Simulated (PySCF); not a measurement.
AsF3, charge +1, multiplicity 2. Atoms are numbered in the order given.

```xyz
4

F      1.3435     0.7757    -0.3452
As     0.0000     0.0000     0.2824
F     -1.3435     0.7757    -0.3452
F      0.0000    -1.5513    -0.3452
```
Charge +1, spin multiplicity 2.

Geometry: ωB97X-D3(BJ)/def2-SVP. The multiplicity is an assumed one; other spin states were not compared.

These are r2SCAN/def2-TZVPD (PySCF) values and carry that method's errors.

Mulliken values depend strongly on the basis, most of all with diffuse functions as here. ESP charges are fitted to the potential on shells at 1.4 to 2.0 van der Waals radii. Atomic charges (e):

| atom | ESP fit | Mulliken | Mulliken spin |
|---|---|---|---|
| F1 | -0.07 | -0.17 | 0.14 |
| As2 | 1.20 | 1.50 | 0.59 |
| F3 | -0.07 | -0.17 | 0.14 |
| F4 | -0.07 | -0.17 | 0.14 |
